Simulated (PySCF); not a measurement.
Compound: C2H7NSSi2.
InChI=1S/C2H7NSSi2/c1-2-6(4)3-5/h1,3-4,6H,5H3/t6-/m1/s1

Method used: PySCF 2.14.0, density-fitted response routines, TDDFT PBE0/def2-SVPD, vertical, gas phase, core orbitals frozen in the response. The structure is a single GFN2-xTB conformer in the gas phase; no vibrational or solvent corrections. Torsions of this conformer, `[CH:1]#[C:2][Si@@H:3]([SH:4])[NH:5][SiH3:6]`: C2–Si3–N5–Si6 71°, H–S4–Si3–C2 177°.

| state | λ (nm) | E (eV) | f | main configurations (H = HOMO, L = LUMO) |
| --- | --- | --- | --- | --- |
| S1 | 219.7 | 5.64 | 0.0067 | H→L (88%) |
| S2 | 211.7 | 5.86 | 0.0065 | H-1→L (78%) |
| S3 | 205.9 | 6.02 | 0.014 | H→L+1 (56%), H-1→L+1 (18%), H-3→L (10%) |
| S4 | 203.4 | 6.10 | 0.0023 | H-2→L (43%), H-3→L (17%), H-1→L (10%) |
| S5 | 199.3 | 6.22 | 0.026 | H-1→L+1 (55%), H→L+1 (21%) |
| S6 | 197.1 | 6.29 | 0.0019 | H→L+2 (55%), H-2→L+1 (11%) |
| S7 | 194.8 | 6.36 | 0.0003 | H-2→L+1 (33%), H-3→L (33%), H→L+2 (12%) |
| S8 | 192.1 | 6.45 | 0.019 | H-3→L+1 (44%), H-1→L+1 (14%), H-2→L (13%) |

Triplets, Tamm–Dancoff:

```json
{"state": "T1", "E (eV)": "4.90", "λ (nm)": "253.2", "main configurations (H = HOMO, L = LUMO)": "H-2→L (27%), H-3→L (14%), H-3→L+1 (13%)"}
{"state": "T2", "E (eV)": "5.30", "λ (nm)": "233.8", "main configurations (H = HOMO, L = LUMO)": "H→L (41%), H-2→L+1 (19%), H-3→L (14%)"}
{"state": "T3", "E (eV)": "5.37", "λ (nm)": "230.9", "main configurations (H = HOMO, L = LUMO)": "H-2→L (32%), H-3→L+1 (28%)"}
```

The lowest singlet comes at 220 nm (545 kJ/mol) in the ultraviolet; it is weak; its leading configuration is HOMO→LUMO (88%). The strongest level in the table is S5 at 6.22 eV (199 nm, f = 0.026). Löwdin shares by element: HOMO sulfur 71%, silicon 9% or more, nitrogen 6%, hydrogen 6% or more; LUMO carbon 40%, silicon 18% or more, sulfur 12% (atoms not listed hold the other 30%). Of the 8 states listed, 3 reach f = 0.01 and 1 stays under 0.0005. The listed states span 0.81 eV, and the widest gap between neighbours is 0.21 eV (S1 to S2). Orbital energies (eV): HOMO-3 -8.64, HOMO-2 -8.47, HOMO-1 -7.79, HOMO -7.49, LUMO -0.66, LUMO+1 -0.33, LUMO+2 0.21. No computed singlet lies in the visible range (380 to 750 nm); the lowest, at 220 nm, stands 2.38 eV above its violet end (3.26 eV). The window holds the lowest 8 singlets.

Hardware: Intel Xeon at 2.50 GHz, one thread, shared host with 64 logical CPUs at a one-minute load of 63. Cost: 78 s wall, 64 s CPU, 0.78 GiB resident at most.
